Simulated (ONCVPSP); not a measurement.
# Configuration tests for aluminium (ONCV)

```json
{
 "Element": "Al (Z = 13)",
 "Generator": "ONCVPSP 4.0.1",
 "Type": "optimised norm-conserving Vanderbilt (ONCV)",
 "Functional": "LDA (Perdew-Zunger)",
 "Relativity": "scalar-relativistic",
 "Frozen core": "[Ne]",
 "Valence charge": "3",
 "Reference configuration": "3s1 (charge +2)",
 "Partial waves": "3s: rc 1.80 bohr, ncon 4, nbas 8, qcut 3.1 1/bohr, local; p scattering state at 0.24 Ha: rc 1.80 bohr, ncon 3, nbas 8, qcut 3.9 1/bohr, 3 projectors, debl 2 Ha",
 "Local potential": "the s channel",
 "Core correction": "polynomial model core, fcfact 0.6"
}
```

In the p channel the program set the typed energies aside and used 0.050, 2.050, 4.050 Ha.

Energies are relative to the spin-unpolarised reference configuration 3s1; without spin polarisation the order of configurations can differ from experiment.

```tsv
valence configuration	charge	ΔE all-electron (eV)	error AE − PS (meV)
3s2	+1	-19.377	+6.8
3s0 3p3	0	-14.719	+44
```

What are ΔE and the potential's error for 3s2 3p0.5?

ΔE = -23.099 eV all-electron; the error (AE − PS) is +20 meV.

What are ΔE and the potential's error for 3s2 3p1?

ΔE = -25.224 eV all-electron; the error (AE − PS) is +30 meV.

Levels in the configuration 3s2:

```tsv
level	all-electron (eV)	pseudo (eV)
3s	-14.924	-14.936
```
